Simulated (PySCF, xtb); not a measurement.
BHClBr, SMILES B(Br)Cl.

Harmonic wavenumbers (cm⁻¹) from GFN2-xTB (xtb) at its own minimum, in rising order: 228, 642, 654, 769, 1057, 2622.

What does PBE-D3(BJ)/def2-TZVP (PySCF) give at its own minimum? (Estimate from the structure and the level; the computed values follow.)

228, 633, 729, 851, 1030, 2638. Paired by order, the mean absolute difference is 35 cm⁻¹ and the zero-point energies are 8.5 and 8.7 kcal/mol.
